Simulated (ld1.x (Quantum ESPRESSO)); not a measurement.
## vanadium, RRKJ: configuration errors across variants

V, norm-conserving RRKJ (Kleinman–Bylander form), made with ld1.x (Quantum ESPRESSO) 7.5 (Wu–Cohen, scalar-relativistic). Core [Ar], reference 3d3 4s2 4p0. Waves: 4s (bound): rc 2.85 bohr; 4p (bound, empty): rc 2.55 bohr; 3d (bound): rc 1.70 bohr. Local part: the d channel. Core correction: a·sin(br)/r model core, default radius (core density twice the valence density). rho0 = 0.02.

All-electron excitation energies from the reference (eV): (1) 3d3 4s1 4p0 7.759; (2) 3d3 4s0 4p0 21.912; (3) 3d2 4s0 4p0 50.793; (4) 3d4 4s1 4p0 0.582; (5) 3d3 4s1.5 4p0 3.107; (6) 3d3 4s0 4p2 6.909; (7) 3d3 4s0 4p1 11.889.

Tests that are not counted but printed errors over 1 eV. “all radii but the core radius scaled by about 1.15 (s 3.28, p 2.94, d 1.96 bohr)”: 3d3 4s0 4p2 (solver errors, printed error -132 eV); 3d3 4s0 4p1 (solver errors, printed error -127 eV). “all radii but the core radius scaled by about 1.25 (s 3.56, p 3.18, d 2.12 bohr)”: 3d3 4s0 4p2 (solver errors, printed error -125 eV); 3d3 4s0 4p1 (solver errors, printed error -1.1 eV).

1 further variants failed, have other tests or too few solved ones, and are left out.

A true bound ghost makes a file unfit for plane-wave use even where its test errors are small: the radial tests pick states by their node count and pass the ghost by. Where a test does run into it, the solver fails or the error is huge.

Errors AE − PS in meV (a dash: test not solved or not reliable):

| change | (1) | (2) | (3) | (4) | (5) | (6) | (7) | bound ghosts |
| --- | --- | --- | --- | --- | --- | --- | --- | --- |
| base | -2.1 | -31 | -460 | -89 | -0.4 | -6.7 | -5.2 | s, p |
| all radii but the core radius scaled by about 0.89 (s 2.54, p 2.26, d 1.52 bohr) | -3.0 | -32 | -388 | -109 | -0.6 | -1.7 | -3.8 | s, p |
| all radii but the core radius scaled by about 1.15 (s 3.28, p 2.94, d 1.96 bohr) | -4.5 | -73 | -720 | -34 | -0.5 | – | – | s, p |
| all radii but the core radius scaled by about 1.25 (s 3.56, p 3.18, d 2.12 bohr) | -8.7 | -127 | -922 | +4.7 | -1.1 | – | – | s, p |

Give the same row for: all radii but the core radius scaled by about 1.37 (s 3.92, p 3.50, d 2.34 bohr).

-18, -236, -1240, +65, -2.4, –, –; bound ghosts: s, p. Not counted: 3d3 4s0 4p2 (solver errors, printed error -132 eV).
